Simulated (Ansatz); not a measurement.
Consider the ligand exchange at a B–F bond: `COB(F)OC` + HCl → `COB(Cl)OC` + H–F.

Gas-phase electronic energies from Ansatz, PBE0-D4/def2-TZVP geometries. CBS: MP2 limit from def2 TZ/QZ plus the TZ coupled-cluster correction, frozen cores. This one scheme is used for every species. Functionals use def2-TZVPP. B3LYP here is the variant with VWN-RPA as its local correlation; programs differ in this. HSE06 is defined as in plane-wave codes. One conformer a species, not always the lowest.

`COB(F)OC`:

```xyz
12

C    -1.219    1.593    0.773
O    -0.720    0.445    1.430
B     0.038   -0.449    0.761
F     0.475   -1.510    1.442
O     0.342   -0.278   -0.547
C     1.133   -1.199   -1.271
H    -0.405    2.213    0.388
H    -1.870    1.319   -0.061
H    -1.791    2.165    1.503
H     2.010   -0.681   -1.662
H     1.457   -2.034   -0.646
H     0.549   -1.584   -2.110
```

HCl:

Cartesian coordinates in Å:
```
Cl -0.565 -0.116 -0.277
H 0.565 0.116 0.277
```

`COB(Cl)OC`:

Z-matrix (Å, degrees):
```
C
O 1 1.414
H 1 1.089 2 107.3
H 1 1.092 2 111.0 3 -119.4
H 1 1.092 2 111.0 3 119.5
B 2 1.350 1 123.5 3 -179.5
O 6 1.346 2 121.0 1 -180.0
Cl 6 1.773 2 121.7 1 0.0
C 7 1.417 6 120.1 2 0.0
H 9 1.092 7 111.0 6 -59.9
H 9 1.089 7 107.3 6 -179.4
H 9 1.092 7 111.0 6 61.1
```

H–F:

Z-matrix (Å, degrees):
```
F
H 1 0.920
```

**Question.** Is it downhill or uphill in electronic energy at CCSD(T)/CBS, and by how much? (An estimate is asked.)

**Answer.** Computed: Uphill: ΔE = +49.4 kJ/mol.

**Question.** What do these levels give: LDA (SPW92), PBE-D4, r2SCANh-D4, HSE06-D4, BHLYP-D4, ωB97M-V, B3LYP, CAM-B3LYP, HF/def2-TZVPP, HF/def2-QZVPP, SCS-MP2/def2-QZVPP, MP2/CBS(def2)? (Best estimate.)

**Answer.** The calculation gave: LDA (SPW92) 52.4, PBE-D4 46.9, r2SCANh-D4 55.4, HSE06-D4 49.7, BHLYP-D4 61.6, ωB97M-V 54.9, B3LYP 63.3, CAM-B3LYP 66.0, HF/def2-TZVPP 75.1, HF/def2-QZVPP 75.6, SCS-MP2/def2-QZVPP 50.1, MP2/CBS(def2) 41.0 kJ/mol.

Largest T1 diagnostic among the species: 0.012.

The D4 term adds −6.7 kJ/mol with B3LYP and −3.6 kJ/mol with PBE0; it sums over pairs of atoms, weighted by their polarisabilities, and B3LYP, whose exchange is more repulsive, gets the larger term. In def2-TZVPP, CCSD(T) changes the Hartree–Fock value by −21.3 kJ/mol (the triples alone add −4.3 kJ/mol) and MP2 by −29.7 kJ/mol. From BLYP to BHLYP (50 % exact exchange), in def2-TZVPP and without D4, ΔE moves by +5.1 kJ/mol.
